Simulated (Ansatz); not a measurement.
Process, species as SMILES: [Cl][Ga] (Cl-Ga) (closed-shell singlet) → Cl atom + Ga atom
B3LYP-D3(BJ)/def2-TZVP geometries, fixed; electronic energies without zero-point terms.

Basis-set convergence of the atomisation energy at MP2 with Ansatz (a quantum-chemistry and plane-wave program). All functions are spherical. Cores are frozen (with 3d on Ga to Br). Open shells are unrestricted. No added dispersion term, no relativity. Functions are those of the species that has most. Reference: Hartree-Fock in aug-cc-pV(Q+d)Z plus the correlation part extrapolated as X^-3 from aug-cc-pV(T+d)Z and aug-cc-pV(Q+d)Z, 117.61 kcal/mol, itself unsure by roughly 0.48 kcal/mol (a third of the extrapolation step and of the last Hartree-Fock step). Deviations are taken from unrounded values.

| basis | functions | atomisation energy (kcal/mol) |
|---|---|---|
| pcseg-1 | 45 | 105.66 |
| aug-pcseg-1 | 63 | 108.77 |
| cc-pV(D+d)Z | 50 | 105.58 |
| aug-cc-pV(D+d)Z | 68 | 109.65 |
| def2-SVP | 50 | 106.30 |
| def2-SVPD | 65 | 109.86 |
| pcseg-2 | 77 | 111.68 |
| aug-pcseg-2 | 109 | 113.91 |
| cc-pV(T+d)Z | 82 | 112.95 |
| aug-cc-pV(T+d)Z | 114 | 114.18 |
| def2-TZVP | 85 | 113.44 |
| def2-TZVPD | 100 | 114.07 |
| def2-TZVPP | 90 | 113.53 |
| def2-TZVPPD | 105 | 114.15 |
| cc-pV(Q+d)Z | 132 | 115.59 |
| aug-cc-pV(Q+d)Z | 182 | 116.17 |
| pcseg-3 | 132 | 115.40 |
| aug-pcseg-3 | 182 | 115.87 |
| def2-QZVPP | 159 | 115.74 |
| def2-QZVPPD | 174 | 115.83 |

What the diffuse functions change, pair by pair:
- pcseg-1 to aug-pcseg-1: 18 more functions, deviation -11.95 to -8.85 kcal/mol
- cc-pV(D+d)Z to aug-cc-pV(D+d)Z: 18 more functions, deviation -12.03 to -7.97 kcal/mol
- def2-SVP to def2-SVPD: 15 more functions, deviation -11.32 to -7.76 kcal/mol
- pcseg-2 to aug-pcseg-2: 32 more functions, deviation -5.94 to -3.71 kcal/mol
- cc-pV(T+d)Z to aug-cc-pV(T+d)Z: 32 more functions, deviation -4.66 to -3.43 kcal/mol
- def2-TZVP to def2-TZVPD: 15 more functions, deviation -4.18 to -3.54 kcal/mol
- def2-TZVPP to def2-TZVPPD: 15 more functions, deviation -4.08 to -3.47 kcal/mol
- cc-pV(Q+d)Z to aug-cc-pV(Q+d)Z: 50 more functions, deviation -2.02 to -1.45 kcal/mol
- pcseg-3 to aug-pcseg-3: 50 more functions, deviation -2.21 to -1.74 kcal/mol
- def2-QZVPP to def2-QZVPPD: 15 more functions, deviation -1.88 to -1.79 kcal/mol

Leaving out the reference's own pair, they bring the value nearer the reference by more than 0.48 kcal/mol in 7 of 9 pairs.
